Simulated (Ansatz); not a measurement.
C2H5CdI, SMILES C[CH2][Cd][I].

Geometry optimised at PBE0-D3(BJ)/def2-SVP. The structure was generated by enumeration; whether it is a known compound was not checked. The def2 effective core potentials stand for the cores of Cd, I; spin–orbit coupling is left out. One conformer was computed; it need not be the lowest.

Two levels are set side by side: PBE/def2-SVPD (Ansatz, a program for electronic structure) and CAM-B3LYP/def2-SVPD (Ansatz). Energy differences of separate SCF runs at the same geometry; the states with an electron removed or added have multiplicity 2 and 2. Differences are taken from unrounded values.

| quantity | CAM-B3LYP | PBE | PBE minus CAM-B3LYP |
|---|---|---|---|
| vertical ionisation energy (eV) | 9.39 | 8.90 | -0.49 |
| vertical singlet–triplet gap (eV) | 4.57 | 4.23 | -0.34 |
